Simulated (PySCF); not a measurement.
# How exact exchange moves a shielding

Molecule: `InChI=1S/CH7B2O2P/c1-4-3(6)5-2/h2,6H2,1H3`.

Structure with atom numbers: `[BH2:1][O:2][B:3]([PH2:4])[O:5][CH3:6]`. Hydrogens are named by the atom that carries them.

GIAO shieldings (ppm, equivalent atoms averaged) in PySCF on the PBE0-D3(BJ)/def2-SVP geometry, basis pcSseg-1, gas phase, non-relativistic:

```tsv
functional	exact exchange (%)	σ(B1)	σ(B3)	σ(O2)	σ(O5)
BLYP	0	42.1	56.8	34.3	176.9
BP86	0	44.8	60.4	37.8	180.8
PBE	0	43.4	59.8	34.1	178.9
PBE0	25	49.0	64.4	54.5	197.1
mPW1PW91	25	49.5	64.4	56.3	197.0
BHandHLYP	50	52.9	66.4	72.0	212.0
HF	100	66.3	77.5	106.9	240.4
```

Question: Fit each shielding as a line in the percentage of exact exchange.

Answer: σ(B1) = 43.3 + 0.22 x (rms 1.0 ppm); σ(B3) = 59.1 + 0.18 x (rms 1.3 ppm); σ(O2) = 36.1 + 0.72 x (rms 1.5 ppm); σ(O5) = 179.9 + 0.62 x (rms 1.7 ppm). The functionals also differ in their semilocal parts, which the line can't hold; Hartree–Fock has no correlation at all.

Question: What does the line predict for B3LYP (20 %), and what does the run give?

Answer: σ(B1): 47.7 predicted, 46.3 computed; σ(B3): 62.7 predicted, 60.6 computed; σ(O2): 50.5 predicted, 50.0 computed; σ(O5): 192.3 predicted, 192.0 computed ppm.
